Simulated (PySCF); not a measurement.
Input of a response calculation (the driver script's job line, then coordinates in Å):

```
{"job": {"kind": "uv", "xc": "CAM-B3LYP", "basis": "def2-SVPD", "ip": true}, "charge": 0, "multiplicity": 1}
B      3.459829    -0.494969    -0.613284
C      2.986719    -1.521798     0.432845
B      1.964551    -0.601868     1.244631
N      0.628991    -0.478962     0.863767
C     -0.358475     0.341726     1.567933
C     -1.704588    -0.195823     1.101178
C     -1.408749    -0.582738    -0.344063
C     -0.009520    -1.183599    -0.250925
H      2.889190    -0.377797    -1.678060
H      4.357433     0.281802    -0.368677
H      2.453031    -2.383719     0.004314
H      3.776544    -1.832403     1.132124
H      2.331957     0.040562     2.204317
H     -0.250612     1.402910     1.278852
H     -0.213927     0.282413     2.655834
H     -1.980342    -1.089795     1.685000
H     -2.517403     0.536967     1.205651
H     -1.392666     0.319224    -0.977878
H     -2.141229    -1.278885    -0.776846
H      0.566991    -1.067473    -1.180358
H     -0.063909    -2.265647    -0.033066
```

Its output, with some lines taken out ([cut]) and without the SCF cycles:

```
converged SCF energy = -302.4453342066

Static polarisability (au): isotropic 94.487, principal 80.182 90.139 113.138

Singlet excitations
state   eV       nm        f      main configurations
  1   5.3360    232.4   0.12588   H->L 0.82, H-1->L 0.11
[cut]
  3   6.0011    206.6   0.02070   H-1->L 0.71, H->L 0.14, H-2->L 0.09
[cut]
  5   6.8931    179.9   0.02178   H-4->L 0.70
  6   7.3203    169.4   0.01034   H->L+2 0.70
[cut]
  8   7.7889    159.2   0.03883   H-7->L 0.38, H-6->L 0.32, H-5->L 0.08
[cut]
 10   8.0119    154.8   0.00999   H-1->L+2 0.33, H-1->L+1 0.33

Triplet excitations (Tamm-Dancoff, eV): 4.4107 5.1659 5.2086 6.3073
[cut]
Vertical electron affinity (delta-SCF) = -0.4624 eV
```

Level of theory: TDDFT CAM-B3LYP/def2-SVPD, vertical, gas phase, core orbitals frozen in the response in PySCF 2.14.0, density-fitted response routines. Isolated species at its PBE0-D3(BJ)/def2-SVP geometry (one conformer only).

Problem. Restore the lines that were cut, in order.

Solution. 
```
  2   5.7700    214.9   0.00101   H-2->L 0.84, H-1->L 0.08
  4   6.6893    185.3   0.02067   H->L+1 0.86
  7   7.6646    161.8   0.00290   H->L+4 0.88
  9   7.8487    158.0   0.00211   H->L+3 0.82
Vertical ionisation energy (delta-SCF) = 9.0189 eV
```

Problem. What is the gap between the lowest singlet and the lowest triplet?

Solution. 5.3360 − 4.4107 = 0.9253 eV (full response against Tamm–Dancoff).

Problem. Give the energy of state 7 in hartree, cm⁻¹ and kJ/mol.

Solution. 0.28167 hartree, 61819 cm⁻¹, 739.5 kJ/mol.

Problem. How many basis functions and electrons does this run hold?

Solution. 264 basis functions for 60 electrons in 30 doubly occupied orbitals.

Problem. Write the structure that the coordinates describe.

Solution. `BCBN1CCCC1` (C5H13B2N), point group C1.

H and L stand for HOMO and LUMO.

Hardware: an Arm Neoverse N1 with one thread, shared host. Cost: 5.3 min, 1.4 GiB resident at most.
